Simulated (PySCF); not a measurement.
Species: C5HNS.
SMILES: `C#CC(=C=S)C#N`

Computed, not measured: EOM-IP-CCSD/aug-cc-pVDZ in PySCF, restricted Hartree–Fock reference, 11 core orbitals frozen, non-relativistic, gas phase, PBE0-D3(BJ)/def2-SVP geometry.

Hartree–Fock orbital energies give these Koopmans values (eV): HOMO 9.30, HOMO-1 11.66, HOMO-2 12.33, HOMO-3 13.10, HOMO-4 13.44, HOMO-5 13.49, HOMO-6 15.67, HOMO-7 15.99.

**Question.** What vertical ionisation energies does EOM-IP-CCSD give?

**Answer.** 
| leading hole (HF orbital) | Koopmans (eV) | EOM-IP-CCSD (eV) | change (eV) | one-hole share |
| --- | --- | --- | --- | --- |
| HOMO | 9.30 | 9.00 | -0.30 | 0.95 |
| HOMO-1 | 11.66 | 11.33 | -0.33 | 0.95 |
| HOMO-2 | 12.33 | 11.79 | -0.54 | 0.93 |
| HOMO-3 | 13.10 | 12.63 | -0.47 | 0.94 |
| HOMO-5 | 13.49 | 12.71 | -0.78 | 0.91 |
| HOMO-4 | 13.44 | 12.86 | -0.58 | 0.94 |
| HOMO-6 | 15.67 | 13.24 | -2.43 | 0.92 |
| HOMO-7 | 15.99 | 14.39 | -1.60 | 0.89 |

**Question.** Does the order of the lines follow the orbital energies?

**Answer.** No: the HOMO-5 hole (12.71 eV) falls below the HOMO-4 hole (12.86 eV). The corrections run from -2.43 to -0.30 eV, with a mean of -0.88 eV over the 8 lines; no line lies above its Koopmans value. Koopmans values leave out both the relaxation of the orbitals and the change in correlation energy.

**Question.** At what kinetic energies would He II light (40.81 eV) eject these electrons?

**Answer.** 31.81 eV (HOMO), 29.48 eV (HOMO-1), 29.02 eV (HOMO-2), 28.18 eV (HOMO-3), 28.10 eV (HOMO-5), 27.95 eV (HOMO-4), 27.57 eV (HOMO-6), 26.42 eV (HOMO-7).

**Question.** What total energy has the lowest final state, and which wavelength reaches it?

**Answer.** E(CCSD) + ionisation energy = -642.75069 + 0.33086 = -642.41983 Eh, at the geometry of the initial state. The threshold wavelength is 1239.84 eV nm/9.00 eV = 137.8 nm.

Lines less than 0.15 eV apart could change places at a higher level. One root was sought for each valence orbital with −ε under 21 eV, eight at most, so deeper holes and satellites are missing; no vibrational structure.
